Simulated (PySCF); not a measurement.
# Shifts of the heteroatoms

Bonds (- single, = double, # triple, : aromatic): C1=N2, N2-C3, C3-C4, C4-C5, C5=C6, C6-C7, C7-C8, C8-C3, C8-C4. C1 carries H9, H10; C3 carries H11; C4 carries H12; C5 carries H13; C6 carries H14; C7 carries H15, H16; C8 carries H17. Stereochemistry as in C=N[C@@H]1[C@@H]2C=CC[C@@H]21. H10 is cis to C3; H15 is cis to C3 on the ring; H9 is trans to C3; H16 is trans to C3 on the ring.

No solvent model, non-relativistic, single conformer. Geometry: GFN2-xTB; shieldings: GIAO PBE0/pcSseg-1; PySCF 2.14.0 with density-fitted response routines.

Question: Predict the ¹⁵N NMR data.

Answer: 
| atoms | environment | σ (ppm) | δ (ppm) |
| --- | --- | --- | --- |
| N2 | imine nitrogen | -142.3 | -17.0 |

Shieldings were converted by a linear fit to measured shifts: ¹⁵N (scatter 6.3 ppm rms vs CH3NO2, solution or neat liquid). A few per cent of atoms miss by over 2 rms, more outside the fitted compound classes.

On a 600 MHz spectrometer ¹⁵N resonates near 60.8 MHz, so 1 ppm is 60.8 Hz.
